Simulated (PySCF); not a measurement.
# Fractional electron number in Zr²⁺ (zirconium, charge +2)

The 4d alpha orbital of [Kr] 4d2 is emptied in steps (occupation f), with all orbitals relaxed, ending at [Kr] 4d1. All numbers are calculated (PySCF 2.14, scalar relativity through the core potential, in def2-SVP with the def2 core potential (28 electrons) (5s3p2d1f, 31 functions)). The exact energy is a straight line in f; departures are measured from the line between the end points of the same method.

Task: Among BHandHLYP, wB97X, TPSS, which shows the largest delocalisation error (convex curve), and which is closest to linear?

Result: Most convex: TPSS (-1.274 eV at f = 0.5); closest to linear: wB97X (-0.323 eV).

| f | BHandHLYP (eV) | wB97X (eV) | TPSS (eV) |
| --- | --- | --- | --- |
| 1 | 0.000 | 0.000 | 0.000 |
| 0.9 | -0.224 | -0.117 | -0.457 |
| 0.7 | -0.524 | -0.273 | -1.069 |
| 0.5 | -0.626 | -0.323 | -1.274 |
| 0.3 | -0.527 | -0.269 | -1.070 |
| 0.1 | -0.227 | -0.114 | -0.458 |
| 0 | 0.000 | 0.000 | 0.000 |

```
   method  E(f=0) − E(f=1) (eV)  −ε at f=1 (eV)  −ε at f=0.5 (eV)
BHandHLYP                23.281          20.796            23.274
    wB97X                22.994          21.692            23.006
     TPSS                23.348          18.279            23.345
```

Reference removal energy between the ground levels: 23.170 eV (semi-empirical (NIST evaluation); NIST Atomic Spectra Database, ionization energies). The calculation has no spin-orbit coupling.
